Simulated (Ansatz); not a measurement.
Cost and result for the atomization energy of CH₅BFInS, SMILES `[F][InH][CH2]BS` (10 atoms, 9 bonds).

Cartesian coordinates in Å:
```
F 1.974 -0.097 -1.516
In 1.476 0.123 0.379
C -0.400 -0.962 0.450
B -1.252 0.297 0.324
S -1.266 1.357 -1.137
H 2.587 1.028 1.288
H -0.516 -1.553 1.355
H -0.272 -1.579 -0.442
H -1.843 0.771 1.250
H -0.489 0.613 -1.952
```

Total charge 0; spin multiplicity 1. Correlated methods include outer-core shells of In, which these sets cover unevenly. In: def2 effective core potential. All single points use the PBE0-D4/def2-TZVP geometry. It is one conformer, not always the lowest. Program: Ansatz. All runs use 4 threads of an Arm Neoverse V2 on a shared host. Times are those of one run each, without the atoms' runs, and a repeat can differ threefold. Electronic energies, without spin–orbit coupling; frozen cores. CCSD(T)/CBS adds CCSD(T) − MP2 in def2-TZVPP to the MP2 limit, and its time is that of the two runs behind it. T1 = 0.015. With those shells the extrapolation isn't a true limit. B3LYP takes the VWN-RPA correlation (the form of Gaussian; ORCA's B3LYP/G).

CCSD(T)/CBS is a level of theory with its own doubt, some kJ/mol a heavy atom from the limit and from the frozen cores, so smaller differences don't rank the functionals.

| level | functions | wall time | atomization (kJ/mol) | difference from CCSD(T)/CBS | per bond |
| --- | --- | --- | --- | --- | --- |
| revPBE-D4/def2-TZVPP | 255 | 2.5 s | 3291.1 | -37.4 | -4.2 |
| PBE-D4/def2-TZVPP (with forces) | 255 | 3 s | 3378.6 | 50.1 | 5.6 |
| PBE0-D4/def2-TZVPP | 255 | 3.7 s | 3323.4 | -5.1 | -0.6 |
| BHLYP-D4/def2-TZVPP | 255 | 4.1 s | 3217.1 | -111.4 | -12.4 |
| r2SCAN-D4/def2-TZVPP (with forces) | 255 | 6 s | 3350.9 | 22.4 | 2.5 |
| B3LYP-D4/def2-TZVPP (with forces) | 255 | 6 s | 3300.1 | -28.4 | -3.2 |
| B2PLYP/def2-TZVPP | 255 | 7 s | 3270.1 | -58.4 | -6.5 |
| PBE-QIDH/def2-TZVPP | 255 | 7.5 s | 3306.6 | -21.9 | -2.4 |
| CCSD(T)/def2-SVP | 111 | 8.5 s | 3131.1 | -197.4 | -21.9 |
| B97M-V/def2-TZVPP | 255 | 12 s | 3356.0 | 27.5 | 3.1 |
| MP2/def2-QZVPP | 473 | 23 s | 3348.8 | 20.3 | 2.3 |
| CCSD(T)/def2-TZVPP | 255 | 4.4 min | 3239.0 | -89.5 | -9.9 |
| CCSD(T)/CBS(def2) | – | 4.8 min | 3328.5 | 0.0 | 0.0 |

At CCSD(T), def2-SVP lies −197.4 kJ/mol from the extrapolated value and def2-TZVPP −89.4 kJ/mol: correlation converges slowly with the basis, and small sets miss more of it in the bonded molecule than in its fragments. The D4 term adds +39.8 kJ/mol with B3LYP and +20.7 kJ/mol with PBE0; it sums over pairs of atoms, weighted by their polarisabilities, and B3LYP, whose exchange is more repulsive, gets the larger term. Leaving LDA and LC-ωPBE aside and taking each functional with its dispersion term where it has one, the values spread over 161.5 kJ/mol, from BHLYP-D4 to PBE-D4. LDA lies +455.8 kJ/mol from PBE without D4, its usual overbinding.

Spin–orbit coupling would lower the free In atoms strongly, and the atomization energy with them, by more than many differences here.
